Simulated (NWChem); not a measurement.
A series in which one site is exchanged, each optimised at PBE0/def2-SVP with NWChem, gas phase unless a solvent is named. For some, no frequency run checked for a minimum. def2 effective core potentials on Zr, Sn, Hf; no spin-orbit coupling.

A: [Cl][TiH]([Cl])[Cl] (TiHCl₃; site = Ti)
B: [Cl][HfH]([Cl])[Cl] (HfHCl₃; site = Hf)
C: [Cl][SnH]([Cl])[Cl] (SnHCl3; site = Sn)
D: [Cl][ZrH]([Cl])[Cl] (ZrHCl₃; site = Zr)

| quantity | A | B | C | D |
|---|---|---|---|---|
| dipole (D), PBE0/def2-SVP | 0.19 | [?] | 2.19 | 0.21 |
| orbital gap (eV), PBE0/def2-SVP | 6.08 | [?] | 6.84 | 6.55 |
| static polarisability, PBE/def2-SVPD (bohr³) | 83.6 | [?] | 84.5 | 89.0 |

Task: Fill in the missing entries.

Result: 
- dipole (D), PBE0/def2-SVP, B: 0.20
- orbital gap (eV), PBE0/def2-SVP, B: 7.03
- static polarisability, PBE/def2-SVPD (bohr³), B: 86.8
